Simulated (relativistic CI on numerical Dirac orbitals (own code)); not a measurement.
# Crystal-field levels of Zn4+, 3d8

Calculated by Dirac-Coulomb-Breit CI, KLI orbitals optimised for each configuration, model QED, valence Slater integrals scaled by 0.85, one configuration in a parametric crystal field (own radial code).

Field parameters in Wybourne normalisation: Oh B⁴₀ = 21Dq, B⁴₄ = √(5/14) B⁴₀. The field is a parameter set, without covalency.

S is read from ⟨S²⟩ = S(S + 1).

Site symmetry Oh; labels are those of the double group. Computed levels in cm⁻¹ above the lowest, in rising order:

| Δ (size of 10Dq) | Lowest | No. 2 | No. 3 | No. 4 | No. 5 | No. 6 | No. 7 | No. 8 |
| --- | --- | --- | --- | --- | --- | --- | --- | --- |
| 5000 | T2 | 4477 E | 4843 T1 | 5942 T2 | 6129 A2 | 7514 A1 | 8794 T1 | 10396 T2 |
| 9000 | T2 | 8456 E | 8803 T1 | 9656 T2 | 9927 A2 | 14012 A1 | 15108 T1 | 16410 E |
| 13000 | T2 | 12417 E | 12777 T1 | 13535 T2 | 13839 A2 | 20238 A1 | 20302 E | 21233 T1 |
| 17000 | T2 | 16289 E | 16761 T1 | 17470 T2 | 17789 A2 | 21218 E | 26058 A1 | 26994 T1 |
| 21000 | T2 | 19623 E | 20749 T1 | 21430 T2 | 21756 A2 | 22127 E | 31379 A1 | 32371 T1 |
| 25000 | T2 | 20855 E | 24740 T1 | 25026 E | 25402 T2 | 25733 A2 | 35697 A1 | 37418 T1 |
| 29000 | T2 | 21134 E | 28733 T1 | 28832 E | 29383 T2 | 29717 A2 | 37557 A1 | 42206 T1 |
| 33000 | T2 | 21259 E | 32728 T1 | 32767 E | 33368 T2 | 33704 A2 | 38316 A1 | 46804 T1 |
| 37000 | T2 | 21336 E | 36723 T1 | 36736 E | 37356 T2 | 37693 A2 | 38833 A1 | 51261 A1 |
| 41000 | T2 | 21390 E | 39240 A1 | 40718 E | 40719 T1 | 41347 T2 | 41685 A2 | 55627 T1 |

Ground-state S against |10Dq| in cm⁻¹: 5000: 1.00, 9000: 1.00, 13000: 1.00, 17000: 1.00, 21000: 1.00, 25000: 1.00, 29000: 1.00, 33000: 1.00, 37000: 1.00, 41000: 1.00.

No abrupt spin change occurs in this range.
